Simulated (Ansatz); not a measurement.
Isolated molecules relaxed with PBE0-D4/def2-TZVP in Ansatz; ΔE leaves out vibrations. CCSD(T)/CBS is the MP2 limit (def2-TZVPP, def2-QZVPP) plus CCSD(T) − MP2 in def2-TZVPP, frozen cores. Functionals use def2-TZVPP. Each species was taken in one conformer, which may not be the lowest.

`N=C1NB1F` → `FB1N=CN1`  (isomerisation)

```json
{"species": "`N=C1NB1F`", "B97M-V energy (Eh)": "-273.60118"}
{"species": "`FB1N=CN1`", "B97M-V energy (Eh)": "-273.62615"}
```

(1) Work out ΔE.

(2) What do rigid-rotor, harmonic-oscillator terms from PBE0-D4/def2-TZVP frequencies (298.15 K, 1 bar) make of the CCSD(T)/CBS value? (Estimate.)

Largest T1 diagnostic among the species: 0.015.

Answers

(1) ΔE = (-273.62615) − (-273.60118) = -0.02497 Eh = -0.68 eV. CCSD(T)/CBS gives -0.78 eV.

(2) Ansatz gave: ΔZPE = +0.01 eV, ΔH = -0.78 eV, ΔS = -5 J/(mol·K), ΔG = -0.76 eV.

From r2SCAN to r2SCAN0 (25 % exact exchange), in def2-TZVPP and without D4, ΔE moves by −0.08 eV. In def2-TZVPP, CCSD(T) changes the Hartree–Fock value by +0.15 eV (the triples alone add +0.02 eV) and MP2 by +0.17 eV.
